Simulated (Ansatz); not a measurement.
Consider the formal exchange of groups at the Sn–F bond: `[F][Sn][SH]` + CH₄ → `[CH3][Sn][SH]` + H–F.

Isolated molecules relaxed with PBE0-D4/def2-TZVP in Ansatz; ΔE leaves out vibrations. CCSD(T)/CBS adds triple-zeta CCSD(T) − MP2 to the extrapolated MP2 energy (def2 sets, frozen cores). This one scheme is used for every species. DFT in def2-TZVPP. def2 core potentials past Kr. For Sn outer-core shells are correlated without core-valence functions, which leaves a few kJ/mol of doubt a bond. One conformer a species, not always the lowest.

```csv
level,ΔE (kcal/mol)
r2SCANh-D4,34.4
B2PLYP,34.8
CCSD/def2-TZVPP,30.2
CCSD/CBS(def2),31.6
```

**Question.** What does CCSD(T)/CBS give? (An estimate is asked.)

**Answer.** Ansatz gave: +31.4 kcal/mol. The listed levels differ from it by 3.0, 3.4, -1.2, 0.2 kcal/mol.

**Question.** What do rigid-rotor, harmonic-oscillator terms from PBE0-D4/def2-TZVP frequencies (298.15 K, 1 bar) make of the CCSD(T)/CBS value? (Best estimate.)

**Answer.** The calculation gave: ΔZPE = -1.1 kcal/mol, ΔH = +30.6 kcal/mol, ΔS = 7 J/(mol·K), ΔG = +30.1 kcal/mol.

Largest T1 diagnostic among the species: 0.016.

From PBE to PBE0 (25 % exact exchange), in def2-TZVPP and without D4, ΔE moves by −2.0 kcal/mol. At CCSD(T), def2-SVP lies +2.4 kcal/mol from the extrapolated value and def2-TZVPP −1.4 kcal/mol.
